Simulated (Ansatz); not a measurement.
Geometry optimisation, RHF/def2-SVP (Ansatz).

The input (input.yaml):

```yaml
crystal:
  periodic: [false, false, false]
  atoms:
    - { symbol: B, position_ang: [0.081558, 0.49115, -0.430438] }
    - { symbol: F, position_ang: [0.106874, -0.102528, 2.031089] }
    - { symbol: "N", position_ang: [1.324716, 0.08434, -0.87026] }
    - { symbol: H, position_ang: [1.495519, -0.851928, -1.173072] }
    - { symbol: H, position_ang: [2.136325, 0.665498, -0.834283] }
    - { symbol: H, position_ang: [-0.893712, -0.184709, -0.488266] }
    - { symbol: Cl, position_ang: [-0.120906, 2.24122, 0.105431] }
    - { symbol: H, position_ang: [-0.068774, 0.771257, 2.2114] }
basis:
  gaussian: { orbitals: def2-SVP }
hamiltonian:
  xc: hf
relax:
  f_tol: 0.03
  max_steps: 50
```

Command:

```bash
$ ansatz run input.yaml --threads 1 --pin off --max-ram 2048MiB --backend cpu --events-out ev --progress --plain --runs-dir out
```

Where does it end, and by what steps?

The forces met the threshold. After 9 steps the energy has fallen by 0.117 eV; F2 moved furthest, 0.64 Å.

| step | energy less start (eV) | largest force component (eV/Å) | accepted |
| --- | --- | --- | --- |
| 0 | 0.0000 | 0.600 | yes |
| 1 | -0.0576 | 1.363 | yes |
| 2 | -0.0631 | 2.003 | yes |
| 3 | -0.0931 | 1.184 | yes |
| 4 | -0.1081 | 0.424 | yes |
| 5 | -0.1139 | 0.296 | yes |
| 6 | -0.1166 | 0.106 | yes |
| 7 | -0.1164 | 0.130 | no |
| 8 | -0.1171 | 0.050 | yes |
| 9 | -0.1173 | 0.028 | yes |

```xyz
8
Properties=species:S:1:pos:R:3
B 0.109 0.476 -0.569
F -0.010 -0.002 2.657
N 1.355 0.086 -1.010
H 1.513 -0.809 -1.425
H 2.174 0.651 -0.914
H -0.862 -0.203 -0.675
Cl -0.079 2.100 0.195
H -0.140 0.815 2.292
```

Whether the end is a true minimum wasn't checked by a vibrational analysis.

Run time: 12 s on 1 thread of Arm Neoverse V2, with other jobs on the host, peak memory 0.14 GiB.
